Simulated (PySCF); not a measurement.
## Electron correlation in Te (tellurium, neutral)

[Kr] 4d10 5s2 5p3 5d1, high-spin 5D determinant (an excited configuration). All numbers are calculated (PySCF 2.14, a scalar-relativistic core potential, in aug-cc-pwCVTZ-PP with ECP28MDF). Frozen: 4s2 4p6 4d10; 6 electrons correlated.

MP2 pair energies summed by pair of shells (mhartree):

```csv
pair,energy,share (%)
5s-5p,-40.95,55.4
5p-5p,-11.97,16.2
5s-5s,-8.41,11.4
5p-5d,-7.26,9.8
5s-5d,-5.36,7.2
```

Total MP2 correlation energy: -73.94 mhartree.

Same-spin part -23.05 and opposite-spin part -50.89 mhartree; SCS-MP2 scales them by 1/3 and 6/5 to -68.75 mhartree.
